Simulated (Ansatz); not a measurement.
Geometry optimisation, RHF/def2-SVP in Ansatz 0.2.0.

input.yaml

```yaml
crystal:
  periodic: [false, false, false]
  atoms:
    - { symbol: Si, position_ang: [-0.79754, 0.308876, -1.050003] }
    - { symbol: O, position_ang: [0.113987, -1.079364, -0.592338] }
    - { symbol: H, position_ang: [-1.477223, 0.035216, -2.32694] }
    - { symbol: H, position_ang: [-1.754273, 0.48669, 0.049481] }
    - { symbol: O, position_ang: [0.169396, 1.59703, -1.328373] }
    - { symbol: H, position_ang: [0.765107, 0.416907, 1.827932] }
    - { symbol: F, position_ang: [0.664565, 1.197984, 1.395902] }
    - { symbol: H, position_ang: [0.302423, -1.923995, 1.496008] }
    - { symbol: F, position_ang: [0.600497, -1.69421, 2.312158] }
    - { symbol: H, position_ang: [0.800871, -1.332327, -1.195561] }
    - { symbol: H, position_ang: [0.612091, 1.987294, -0.588366] }
basis:
  gaussian: { orbitals: def2-SVP }
hamiltonian:
  xc: hf
relax:
  f_tol: 0.03
  max_steps: 50
```

Launched with:

```bash
$ ansatz run input.yaml --threads 2 --pin off --max-ram 3072MiB --backend cpu --events-out ev --progress --plain --runs-dir out
```

Q: Where does it end, and by what steps?

A: The forces met the threshold. After 8 steps the energy has fallen by 0.323 eV; H8 moved furthest, 0.69 Å.

| step | energy less start (eV) | largest force component (eV/Å) | accepted |
| --- | --- | --- | --- |
| 0 | 0.0000 | 1.164 | yes |
| 1 | -0.1598 | 0.550 | yes |
| 2 | -0.2488 | 0.256 | yes |
| 3 | -0.2825 | 0.754 | yes |
| 4 | -0.3127 | 0.307 | yes |
| 5 | -0.3192 | 0.168 | yes |
| 6 | -0.3216 | 0.062 | yes |
| 7 | -0.3222 | 0.047 | yes |
| 8 | -0.3226 | 0.028 | yes |

```xyz
11
Properties=species:S:1:pos:R:3
Si -0.827 0.188 -1.062
O -0.045 -1.223 -0.581
H -1.312 0.006 -2.436
H -1.911 0.334 -0.081
O 0.203 1.450 -1.068
H 0.882 0.459 1.980
F 0.886 1.335 1.718
H 0.370 -1.404 1.040
F 0.634 -1.252 1.914
H 0.558 -1.629 -1.189
H 0.561 1.735 -0.235
```

Whether the end is a true minimum wasn't checked by a vibrational analysis.

Run time: 10 s on 2 threads of AMD EPYC 7R43 64-Core Processor (Zen 3), with other jobs on the host, peak memory 0.21 GiB.
